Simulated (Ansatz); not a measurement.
Coupled-cluster diagnostics for Rb₃Cl₄, Ansatz.

Geometry of the doublet (PBE0-D4/def2-SVP):

```xyz
7

Rb    0.180    1.634   -1.211
Rb    2.332   -1.745    0.914
Rb   -2.055    0.096    1.655
Cl    1.678   -1.112   -2.093
Cl   -0.436   -1.840   -0.668
Cl    1.003    0.823    1.822
Cl   -2.702    2.144   -0.419
```

In the def2 sets Rb takes a core potential; there is no spin–orbit coupling. Correlated methods freeze 20 core orbitals; core or outer-core shells of Rb are correlated, in sets that lack core-valence functions. In the doublet, Cl4 and Cl5 lie 2.65 Å apart (atoms count from 1), so these atoms are partly bonded to each other. The structure comes from a short search, and lower isomers may exist.

(1) Estimate the CCSD(T) correlation energy, the shares of MP2 and (T), T1 and the reference's ⟨S²⟩ for: charge 0, doublet, own geometry in def2-SVP; and the rough time on 4 threads of Intel Xeon Platinum 8488C on a shared host.

Answers

(1) 
| state | basis | correlation (eV) | MP2 share (%) | (T) share (%) | T1 | ⟨S²⟩ (pure) | wall time |
| --- | --- | --- | --- | --- | --- | --- | --- |
| charge 0, doublet, own geometry | def2-SVP | -21.133 | 90.2 | 1.7 | 0.009 | 0.76 (0.75) | 99 s |
Customary marks for T1 are 0.02 (closed shells), 0.045 (open shells) and about 0.05 (3d metals). T1 stays under 0.02 throughout.
